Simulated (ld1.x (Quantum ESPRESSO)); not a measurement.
How hard is this mercury TM potential?

- Element: mercury (Hg)
- Generator: ld1.x (Quantum ESPRESSO) 7.5
- Type: norm-conserving Troullier–Martins (Kleinman–Bylander form)
- Functional: LDA (PZ)
- Relativity: fully relativistic
- Frozen core: [Xe] 4f14 5d10
- Valence charge: 2
- Reference configuration: 6s1.5 6p0.5
- Partial waves: 6s (bound): rc 2.30 bohr; 6p (bound): rc 2.95 bohr; 6d channel at -0.2 Ry: rc 2.35 bohr
- Local potential: all-electron potential smoothed inside 2.20 bohr (lloc = -1)
- Core correction: a·sin(br)/r model core, default radius (core density twice the valence density)

Open shells are filled in proportion to 2j + 1 (rel_dist='average').

The pseudo-atom Hamiltonian at the reference potential is diagonalised in spherical Bessel functions j_l(qr) that vanish at 20 bohr, with q² up to the cutoff. All-electron valence levels (Ry): 6s -0.5851, 6p1/2 -0.1765, 6p3/2 -0.1186.

Question: How do the lowest levels (Ry) of each channel move with the cutoff, and are there ghosts?

Answer:

| cutoff (Ry) | s #1 | s #2 | p1/2 #1 | p3/2 #1 | d3/2 #1 | d5/2 #1 | f #1 | f #2 | Σ f·Δε (mRy) |
| --- | --- | --- | --- | --- | --- | --- | --- | --- | --- |
| 8 | -0.5780 | -0.0220 | -0.1753 | -0.1182 | 0.0338 | 0.0343 | 0.0976 | 0.2216 | 11.1 |
| 10 | -0.5813 | -0.0220 | -0.1762 | -0.1185 | 0.0320 | 0.0327 | 0.0976 | 0.2216 | 5.9 |
| 12 | -0.5817 | -0.0220 | -0.1764 | -0.1185 | 0.0307 | 0.0315 | 0.0976 | 0.2216 | 5.2 |
| 15 | -0.5819 | -0.0222 | -0.1764 | -0.1186 | 0.0300 | 0.0308 | 0.0976 | 0.2216 | 4.9 |
| 21 | -0.5843 | -0.0232 | -0.1765 | -0.1186 | 0.0294 | 0.0302 | 0.0976 | 0.2216 | 1.3 |
| 25 | -0.5848 | -0.0235 | -0.1765 | -0.1186 | 0.0293 | 0.0301 | 0.0976 | 0.2216 | 0.5 |
| 30 | -0.5849 | -0.0236 | -0.1765 | -0.1186 | 0.0293 | 0.0301 | 0.0976 | 0.2216 | 0.3 |
| 35 | -0.5849 | -0.0236 | -0.1765 | -0.1186 | 0.0293 | 0.0301 | 0.0976 | 0.2216 | 0.3 |
| 400 | -0.5851 | -0.0236 | -0.1765 | -0.1186 | -0.9844 | 0.0301 | 0.0976 | 0.2216 | 0.0 |

Result: ghost state, extra bound levels that the all-electron valence spectrum of the same l lacks: d3/2 at -13.4 eV (a true bound ghost makes a file unfit for plane-wave use); 10 mRy is reached at 10 Ry and 1 mRy at 25 Ry.
